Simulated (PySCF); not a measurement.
Al(H)2(OH)(MeCN), C₂H₆AlNO, singlet, CAM-B3LYP/def2-SVP optimised geometry.

```
11

Al    -0.40    -0.60     0.00
H     -1.20    -1.77    -0.72
H      1.20    -0.60     0.00
O     -1.20     0.93     0.00
H     -0.73     1.77     0.07
C     -1.18    -2.11     4.35
C     -0.91    -1.62     3.01
N     -0.70    -1.23     1.95
H     -1.88    -1.43     4.85
H     -0.24    -2.14     4.92
H     -1.61    -3.11     4.30
```

Density from CAM-B3LYP/def2-TZVP in PySCF at that geometry.

Minimum of the electron density along straight lines between bonded atoms, close to the bond critical point (lines longer than 1.1 times the sum of covalent radii, or with two minima, are not listed):

| bond | length / Å | ρ at the minimum / e bohr⁻³ | ∇²ρ there / e bohr⁻⁵ | position (fraction from the first atom) |
|---|---|---|---|---|
| Al1–H2 | 1.589 | 0.082 | 0.20 | 0.50 |
| Al1–H3 | 1.598 | 0.080 | 0.20 | 0.50 |
| Al1–O4 | 1.725 | 0.103 | [?] | 0.43 |
| O4–H5 | 0.959 | 0.357 | -2.38 | 0.80 |
| C6–C7 | 1.452 | 0.271 | -0.76 | 0.44 |
| Al1–N8 | 2.070 | [?] | [?] | 0.41 |
| C7–N8 | 1.147 | 0.496 | -0.15 | 0.35 |
| C6–H9 | 1.099 | 0.275 | -0.95 | 0.65 |
| C6–H10 | 1.099 | 0.275 | -0.95 | 0.65 |
| C6–H11 | 1.099 | 0.275 | -0.95 | 0.65 |

**Question.** Complete the blanks.

**Answer.** 
- Al1–O4, ∇²ρ there / e bohr⁻⁵: 0.71
- Al1–N8, ρ at the minimum / e bohr⁻³: 0.043
- Al1–N8, ∇²ρ there / e bohr⁻⁵: 0.23
